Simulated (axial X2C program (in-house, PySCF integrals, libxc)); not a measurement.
## ZrP⁻: from the spin-free to the two-component result

Computed with an axial X2C code built on PySCF integrals. Spin-free means the one-electron spin-free X2C Hamiltonian; two-component (2c) means X2C with spin–orbit coupling and atomic mean-field two-electron Coulomb and Gaunt terms, so the difference of the two also holds small scalar two-electron terms. Basis: Zr dyall-acv3z [12s13p10d6f3g], P dyall-av3z [9s8p3d2f] (cores contracted in-house); Gaussian nuclei, density fitting, unrestricted open shells. Masses: Zr 89.905 u, P 30.974 u.

Spin-free state: M_S = 0, Λ = 0 (closed shell); fragments Zr + P-.

```csv
level,Re (Å),ωe (cm⁻¹),De (eV),μ (D)
PBE0,2.196,540.1,4.759,-3.09
PBEsol,2.208,518.9,n/a,-2.91
```

Dipoles are positive if P is the positive end and refer to the centre of mass.

Two-component determinant lowest at the distance of the search:

Ω = 0 (closed shell); fragments Zr + P-.

| level | Re (Å) | ωe (cm⁻¹) | μ (D) |
| --- | --- | --- | --- |
| PBE0 | 2.195 | 540.1 | -3.08 |
| PBEsol | 2.207 | 519.0 | -2.90 |

Q: From the two tables, how do the constants change at the PBE0 level (2c against spin-free)?

A: At the PBE0 level Re is unchanged within 0.001 Å and ωe stays the same within 0.2 cm⁻¹.

Occupations by symmetry block were frozen at the best pattern of an incomplete PBE0 search. Closed shells are restricted here (equal orbitals for both partners); the stretched side of such a curve lies too high. De is counted from the lowest determinant-based energies of the atoms at the same level, without counterpoise correction. De is not given where an atomic determinant may have missed its ground term or J level, or where the truncated virtual space spoils (T). Other states lie close and PBE0, whose exact exchange favours high spin, may order them wrongly; the determinant shown need not be the ground state. The nearest other spin-free determinant of the search, M_S = 1, Λ = 2, lies 0.45 eV up at the distance of the search. Without a current term, density functionals place determinants with orbital angular momentum somewhat too high. The highest occupied level of some functionals is positive through self-interaction error; at Hartree–Fock it is bound.
